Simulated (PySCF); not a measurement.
B(Cl)(H)(iPr) (C3H8BCl), SMILES CC(C)BCl. The structure is a stationary point at ωB97X-D3(BJ)/def2-SVP. Other conformers were not sampled.

Computed equilibrium geometry at ωB97X-D3(BJ)/def2-SVP (PySCF confirms it by a frequency run) as a Z-matrix (one conformer of several):
```
C
H 1 1.1139
C 1 1.5312 2 108.32
H 3 1.1004 1 111.71 2 59.24
H 3 1.1023 4 108.18 1 122.65
H 3 1.1027 4 107.22 5 115.79
C 1 1.5387 2 106.79 3 -121.12
H 7 1.1014 1 111.84 2 -58.62
H 7 1.1023 8 107.96 1 -122.48
H 7 1.1031 8 107.61 9 -115.46
B 1 1.5688 2 100.90 7 -116.45
H 11 1.2080 1 121.84 2 72.76
Cl 11 1.7572 12 116.09 1 177.92
```
